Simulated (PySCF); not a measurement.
# Electron correlation in Hg²⁺ (mercury, charge +2)

[Xe] 4f14 5d9 6p1, one real determinant (an excited configuration). Calculation: PySCF 2.14, in x2c-TZVPPall; scalar relativity by spin-free X2C-1e. Frozen: [Kr] 4d10 4f14; 18 electrons correlated.

```tsv
level	correlation energy (mhartree)
CCSD	-482.79
(T)	-11.66
CCSD(T)	-494.45
```

Diagnostics: T1 = 0.0070, D1 = 0.0324, largest double amplitude 0.035.

The real determinant used has ⟨L²⟩ near 8 against 12 for a pure F term, so it mixes terms. Spin-orbit coupling, absent here, splits the open shell strongly.

Cost of the coupled-cluster step: of the order of 50 core-seconds, for 18 correlated electrons.

Iterations:

```
CC2 = 0
CCSD nocc = (np.int64(10), np.int64(8)), nmo = (67, 67)
frozen orbitals [[0, 1, 2, 3, 4, 5, 6, 7, 8, 9, 10, 11, 12, 13, 14, 15, 16, 17, 18, 19, 20, 21, 22, 24, 25, 26, 27, 28, 29, 30], [0, 1, 2, 3, 4, 5, 6, 7, 8, 9, 10, 11, 12, 13, 14, 15, 16, 17, 18, 19, 20, 21, 22, 24, 25, 26, 27, 28, 29, 30]]
max_cycle = 100
direct = 0
conv_tol = 1e-08
conv_tol_normt = 1e-06
diis_space = 8
diis_start_cycle = 0
Init t2, MP2 energy = -0.491841201764474
Init E_corr(UCCSD) = -0.491841201772671
cycle = 1  E_corr(UCCSD) = -0.47436785345254  dE = 0.0174733483  norm(t1,t2) = 0.0484729
cycle = 2  E_corr(UCCSD) = -0.481868292301176  dE = -0.00750043885  norm(t1,t2) = 0.0153611
cycle = 3  E_corr(UCCSD) = -0.481964304636254  dE = -9.60123351e-05  norm(t1,t2) = 0.00851609
cycle = 4  E_corr(UCCSD) = -0.482723820634023  dE = -0.000759515998  norm(t1,t2) = 0.00492586
cycle = 5  E_corr(UCCSD) = -0.482706766001927  dE = 1.70546321e-05  norm(t1,t2) = 0.00323685
cycle = 6  E_corr(UCCSD) = -0.482708334855249  dE = -1.56885332e-06  norm(t1,t2) = 0.00185883
cycle = 7  E_corr(UCCSD) = -0.482802411425061  dE = -9.40765698e-05  norm(t1,t2) = 0.000928566
cycle = 8  E_corr(UCCSD) = -0.482819295946371  dE = -1.68845213e-05  norm(t1,t2) = 0.00244589
cycle = 9  E_corr(UCCSD) = -0.482784671365413  dE = 3.4624581e-05  norm(t1,t2) = 0.000278365
cycle = 10  E_corr(UCCSD) = -0.482784404299132  dE = 2.6706628e-07  norm(t1,t2) = 7.04566e-05
cycle = 11  E_corr(UCCSD) = -0.482787720838503  dE = -3.31653937e-06  norm(t1,t2) = 2.43857e-05
cycle = 12  E_corr(UCCSD) = -0.482787814268342  dE = -9.34298391e-08  norm(t1,t2) = 3.85371e-06
cycle = 13  E_corr(UCCSD) = -0.482787850434734  dE = -3.61663919e-08  norm(t1,t2) = 1.44455e-06
cycle = 14  E_corr(UCCSD) = -0.482787844973747  dE = 5.46098688e-09  norm(t1,t2) = 5.43525e-07
UCCSD converged
E(UCCSD) = -19618.93152279534  E_corr = -0.4827878449737473
UCCSD(T) correction = -0.0116637949935501
```

The reference is one real determinant that mixes LS terms of this configuration.

This basis was not built for core-valence correlation, so the inner-shell part is incomplete.
